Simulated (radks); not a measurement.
The numbers below are computed, except where a source is named.
Charge is removed step by step from the 5s down level of Xe2+, starting from [Kr] 4d10 5s(up 1, down 1) 5p4. Level of theory: scalar-relativistic Kohn-Sham, SCAN, spin-polarised, spherical densities, finite nucleus; open shells are filled with parallel spins first (spin-orbit coupling, left out, can overturn this in heavy ions); meta-GGA in the generalised Kohn-Sham scheme; Fermi nuclear charge, rms radius 4.7859 fm (a radial shooting solver on a logarithmic mesh with Libxc functionals).

removed (e)  E - E(0) (eV)  eigenvalue (eV)
0                    0.000          -38.774
0.25                 9.996          -41.213
0.5                 20.625          -43.876
0.75                31.914          -46.438

The mean slope of the eigenvalue, de/dn, is 10.2 eV per electron.
